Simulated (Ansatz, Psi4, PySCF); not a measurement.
C2H8Si2, charge -1, doublet, at the geometry of the source list (a state made from the parent by changing its charge; the spin is typed, not shown lowest) (in this run its highest filled SCF level lies above zero, so its values depend strongly on the basis, on diffuse functions most of all). Base run: HF/6-311G** (PySCF).

Geometry (Å):
```xyz
12

C      0.2552     0.3605     1.2521
Si     1.3473    -0.2490    -0.2032
C     -0.2596    -0.3898    -1.2423
Si    -1.3425     0.2812     0.1925
H      0.5055     1.3469     1.6319
H      0.2506    -0.3047     2.1122
H      2.3046     0.7414    -0.6987
H      2.0375    -1.5202     0.0368
H     -0.2746     0.2100    -2.1479
H     -0.5043    -1.4050    -1.5456
H     -1.9599     1.5821    -0.0714
H     -2.3600    -0.6534     0.6836
```
Charge -1, spin multiplicity 2.
Orbitals are unrestricted.
All else is at PySCF's defaults.

The same geometry, method and basis name were run in Ansatz (a first-principles code) and Psi4 and PySCF, at each program's defaults and at the settings that a row names. The base is PySCF at its defaults. Differences at the defaults can come from grids, fitting, cores and function types together.

```csv
code and settings,ΔE vs base (µEh),basis functions,E (Eh),SCF cycles
"PySCF, defaults (exact integrals, spherical functions)",0.0,136,-658.18967,12
"Psi4, defaults (density fitting with its default set, spherical functions)",104,136,-658.18956,9
"Ansatz, defaults (factorised integrals, Cartesian functions)",-93.5,138,-658.18976,-
"PySCF, density fitting with def2-universal-jkfit",30.5,136,-658.18964,12
"Psi4, exact integrals, spherical functions",0.0,136,-658.18967,13
"Ansatz, high accuracy, Cartesian functions as the basis file defines them",-96.8,138,-658.18976,-
```

Open shells are given as the SCF converged; they aren't shown to be the lowest states, and a large step between rows can be another state.
